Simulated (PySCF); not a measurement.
H3OSi, SMILES [OH+]=[SiH2], charge +1. Geometry optimised at r2SCAN-D4/def2-TZVP. The isomer is the one that the SMILES or the coordinates give; other isomers of the formula were not compared.

PySCF with TDDFT-PBE/def2-TZVPD puts the lowest singlet excitations at 5.58, 7.07, 7.12, 8.32, 8.83, 9.01 eV.

Question: What are the lowest excitation roots from ADC(2)/aug-cc-pVDZ in PySCF? (Estimate from the structure and the level; the computed values follow.)

Answer: 6.30, 7.47, 8.14, 9.21, 9.52, 10.28 eV. S1 differs by 0.72 eV (second minus first; roots are paired by order, and the bases may differ).
